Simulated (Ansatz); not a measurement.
## One molecule, several partners

H₂ beside different partners, each pair relaxed from a docking trial to one local arrangement, named by its closest contact against the van der Waals radii; a more strongly bound one may exist. Pairs that react, share a proton or have a doubtful reference are left out. Counterpoise interaction energies from the frozen fragments; negative means bound. Gas-phase electronic energies, without zero-point energy, by CCSD(T) at an estimated basis limit (MP2 extrapolated from triple and quadruple zeta, plus CCSD(T) − MP2 in triple zeta); Ansatz 0.2.0, def2-TZVPPD and QZVPPD, frozen cores, core potentials past krypton, on PBE0-D4/def2-TZVP (TZVPD for anions) structures. Extrapolation: Hartree–Fock as exp(−7.88 √X), correlation as X^−2.97.

```tsv
partner	closest contact, atom of H₂ first (Å)	interaction energy (kcal/mol)
Cl₂	H···Cl 3.15	-0.33
SiH₃F (SMILES [SiH3]F)	H···Si 3.77	-0.17
F⁻	H···F 1.61	?
H₂S	H···S 3.16	-0.32
CH₃I (SMILES CI)	H···I 3.36	-0.64
F₂	H···F 2.86	-0.15
```

Q: What is the interaction energy with F⁻? (An estimate is asked for; the value comes from the calculation.)

A: The calculation gives: -7.82 kcal/mol. It counts from the two fragments frozen as in the pair.

Q: Which of these pairs would not bind at these structures without electron correlation? (Judge from chemistry; the calculation decides.)

A: Computed: CH₃I (SMILES CI), Cl₂, H₂S, SiH₃F (SMILES [SiH3]F), F₂: the Hartree–Fock interaction is repulsive at this distance, so correlation does the binding there; at its own, longer distance Hartree–Fock may still bind a polar pair.

No T1 diagnostic of these runs exceeds 0.023. The restricted Hartree–Fock reference is unstable towards an unrestricted one at one or more of these structures. The filled d shells of I are correlated in sets not built for that, so values that involve them are less sure.

For scale, one of the runs: CCSD(T)/def2-TZVPPD, 181 basis functions, launched by `ansatz run in.yaml --threads 2 --pin off --events-out ev --progress --plain --max-ram 5222MiB`. Hardware: 2 CPU threads of an Arm Neoverse V1, shared host. Wall time 66 s; peak host memory 2 GiB.
